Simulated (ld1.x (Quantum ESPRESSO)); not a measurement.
**nitrogen, TM: configuration errors across variants**

```
Element                 : nitrogen
Generator               : ld1.x (Quantum ESPRESSO) 7.5
Type                    : norm-conserving Troullier–Martins (Kleinman–Bylander form)
Functional              : PBEsol
Relativity              : scalar-relativistic
Frozen core             : [He]
Valence charge          : 5
Reference configuration : 2s2 2p3
Partial waves           : 2s (bound): rc 0.75 bohr; 2p (bound): rc 2.50 bohr
Local potential         : the p channel
Core correction         : none
```

All-electron excitation energies from the reference (eV): (1) 2s2 2p2 13.521; (2) 2s2 2p1 42.258; (3) 2s2 2p0 89.143; (4) 2s2 2p2.5 5.063; (5) 2s2 2p3.3 -1.604; (6) 2s1 2p3 25.236; (7) 2s1 2p0 166.660.

2 further variants failed, have other tests or another functional or relativity, and are left out.

Errors AE − PS in meV (a dash: test not solved or not reliable):

```csv
change,(1),(2),(3),(4),(5),(6),(7),bound ghosts
base,+56,+726,+3106,+3.1,-2.2,-213,+5091,none
"all radii scaled by about 0.84 (s 0.62, p 2.10 bohr)",+22,+391,+1884,-0.3,-1.5,-122,+3140,none
wave 2p (bound): rc 2.50 bohr becomes 2p (bound): rc 3.78 bohr,+425,+3010,+9836,+67,+4.6,-523,+15531,none
core correction a·sin(br)/r model core inside 0.86 bohr,+56,+723,+3096,+3.0,-2.2,-215,+5060,none
local potential the s channel,+100,+836,+3174,+15,+1.7,-148,+5104,none
```

Problem. Give the same row for: wave 2s (bound): rc 0.75 bohr becomes 2s (bound): rc 0.76 bohr.

Solution. +56, +725, +3105, +3.0, -2.2, -213, +5090; bound ghosts: none.
